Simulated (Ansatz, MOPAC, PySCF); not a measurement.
Bond stretch in ZnH, doublet. Each curve is given relative to its own lowest point near equilibrium.

| R / Å | A | B | C | D |
|---|---|---|---|---|
| 1.22 | 131.4 | 132.6 | 121.7 | 53.1 |
| 1.30 | 74.1 | 73.8 | 67.1 | 26.0 |
| 1.39 | 34.2 | 33.0 | 29.7 | 7.6 |
| 1.44 | 20.1 | 18.8 | 16.8 | 2.3 |
| 1.51 | 7.6 | 6.4 | 5.7 | 0.0 |
| 1.56 | 2.6 | 1.8 | 1.6 | 1.7 |
| 1.62 | 0.0 | 0.0 | 0.0 | 7.0 |
| 1.68 | 0.3 | 1.3 | 1.1 | 15.3 |
| 1.70 | 0.9 | 2.2 | 2.0 | 18.7 |
| 1.77 | 4.5 | 7.3 | 6.5 | 32.3 |
| 1.85 | 10.7 | 15.5 | 13.6 | 50.4 |
| 1.99 | 24.6 | 32.8 | 28.7 | 82.1 |
| 2.20 | 46.3 | 58.5 | 52.1 | 115.5 |
| 2.42 | 65.0 | 78.3 | 72.7 | — |
| 2.64 | 77.6 | 89.6 | 87.8 | — |
| 2.91 | 86.0 | 95.4 | 100.0 | — |
| 3.20 | 89.8 | 97.3 | 107.9 | — |
| 3.60 | 91.4 | 97.7 | 113.6 | — |
| 3.94 | 91.8 | 97.7 | 116.0 | — |
| 4.41 | 92.0 | 97.6 | 117.5 | — |
| 4.85 | 92.1 | 97.6 | 118.1 | — |
| 5.67 | 92.2 | 97.6 | 118.5 | — |
| 6.45 | 92.3 | 97.6 | 118.5 | — |

Energies in kJ/mol.

Task: Which curve belongs to which method? The methods are AM1, unrestricted, heats of formation (MOPAC); unrestricted LDA (SVWN5)/def2-SVP run with PySCF; unrestricted PBE/def2-SVP in Ansatz (a first-principles code); PySCF 2.14.0 with unrestricted wB97X-V/def2-SVP.

Result: A is UKS-PBE; B is UKS-wB97X-V; C is UKS-LDA (SVWN5); D is AM1.

A dash means that the run gave no value there, or that the column was ended at a point which the program doubted or which failed a test of continuity chosen for this set; such a test can also cut sound points.
